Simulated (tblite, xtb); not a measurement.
Cl$_{2}$NbO, charge +1, singlet, geometry from GFN2-xTB (such geometries of metal compounds can be far from the true shape) (the multiplicity is a formal guess). Base run: GFN1-xTB (xtb).

The xtb input:
```
$ xtb mol.xyz --gfn 1 --chrg 1 --json

# file mol.xyz
4

Nb     0.44595350     0.29895604     0.07331566
O      1.46993188    -0.94361898    -0.44723207
Cl    -0.76328112    -0.71153418     1.62148469
Cl    -1.00398643     0.43457855    -1.58784266
```

Programs used: tblite, xtb; a row that names a program was run with it.

Variants of this job, named by their change:

```json
[
 {"change": "base", "ΔE vs base (kcal/mol)": "0.000", "HOMO-LUMO gap (eV)": "1.91", "G_solv (kcal/mol)": "-", "SCF cycles": "11"},
 {"change": "program = tblite; method = gfn1; option = --spin-polarized", "ΔE vs base (kcal/mol)": "0.000", "HOMO-LUMO gap (eV)": "-", "G_solv (kcal/mol)": "-", "SCF cycles": "-"},
 {"change": "etemp = 10000", "ΔE vs base (kcal/mol)": "-59.37", "HOMO-LUMO gap (eV)": "2.69", "G_solv (kcal/mol)": "-", "SCF cycles": "11"},
 {"change": "program = tblite; method = gfn1; option = (--etemp, 2000)", "ΔE vs base (kcal/mol)": "-0.079", "HOMO-LUMO gap (eV)": "-", "G_solv (kcal/mol)": "-", "SCF cycles": "-"},
 {"change": "program = tblite; method = gfn1; option = (--efield, 0,0,0.1)", "ΔE vs base (kcal/mol)": "-1.56", "HOMO-LUMO gap (eV)": "-", "G_solv (kcal/mol)": "-", "SCF cycles": "-"},
 {"change": "etemp = 5000", "ΔE vs base (kcal/mol)": "…", "HOMO-LUMO gap (eV)": "…", "G_solv (kcal/mol)": "-", "SCF cycles": "11"},
 {"change": "alpb = water", "ΔE vs base (kcal/mol)": "…", "HOMO-LUMO gap (eV)": "…", "G_solv (kcal/mol)": "…", "SCF cycles": "10"},
 {"change": "acc = 0.1", "ΔE vs base (kcal/mol)": "0.000", "HOMO-LUMO gap (eV)": "1.91", "G_solv (kcal/mol)": "-", "SCF cycles": "11"},
 {"change": "acc = 1000", "ΔE vs base (kcal/mol)": "0.000", "HOMO-LUMO gap (eV)": "1.91", "G_solv (kcal/mol)": "-", "SCF cycles": "7"},
 {"change": "alpb = hexane", "ΔE vs base (kcal/mol)": "…", "HOMO-LUMO gap (eV)": "…", "G_solv (kcal/mol)": "…", "SCF cycles": "10"}
]
```

**Question.** Some entries are withheld; supply them.

**Answer.** 
- etemp = 5000, ΔE vs base (kcal/mol): -7.42
- etemp = 5000, HOMO-LUMO gap (eV): 2.13
- alpb = water, ΔE vs base (kcal/mol): -53.66
- alpb = water, HOMO-LUMO gap (eV): 1.98
- alpb = water, G_solv (kcal/mol): -54.15
- alpb = hexane, ΔE vs base (kcal/mol): -34.01
- alpb = hexane, HOMO-LUMO gap (eV): 1.97
- alpb = hexane, G_solv (kcal/mol): -34.26

ALPB and GBSA are two models with their own fitted parameters for each solvent, which aren't always the measured dielectric constant.
